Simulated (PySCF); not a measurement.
SMILES N[SiH2]C, singlet, B3LYP/def2-SVP optimised geometry.

```
10

Si    -0.15    -0.77     0.00
C     -1.00     0.92     0.00
N      1.59    -0.77     0.00
H     -0.59    -1.51    -1.22
H     -0.59    -1.51     1.22
H     -0.73     1.51     0.89
H     -0.73     1.51    -0.89
H     -2.10     0.80     0.00
H      2.10    -0.49     0.83
H      2.10    -0.49    -0.83
```

Density from B3LYP/def2-TZVP run with PySCF at that geometry.

Minimum of the electron density along straight lines between bonded atoms, close to the bond critical point (lines longer than 1.1 times the sum of covalent radii, or with two minima, are not listed):

| bond | length / Å | ρ at the minimum / e bohr⁻³ | ∇²ρ there / e bohr⁻⁵ | position (fraction from the first atom) |
|---|---|---|---|---|
| Si1–C2 | 1.891 | 0.120 | 0.15 | 0.39 |
| Si1–N3 | 1.739 | 0.128 | 0.52 | 0.40 |
| Si1–H4 | 1.494 | 0.121 | 0.14 | 0.49 |
| Si1–H5 | 1.494 | 0.121 | 0.14 | 0.49 |
| C2–H6 | 1.103 | 0.266 | -0.87 | 0.64 |
| C2–H7 | 1.103 | 0.266 | -0.87 | 0.64 |
| C2–H8 | 1.104 | 0.265 | -0.86 | 0.64 |
| N3–H9 | 1.016 | 0.331 | -1.55 | 0.73 |
| N3–H10 | 1.016 | 0.331 | -1.55 | 0.73 |
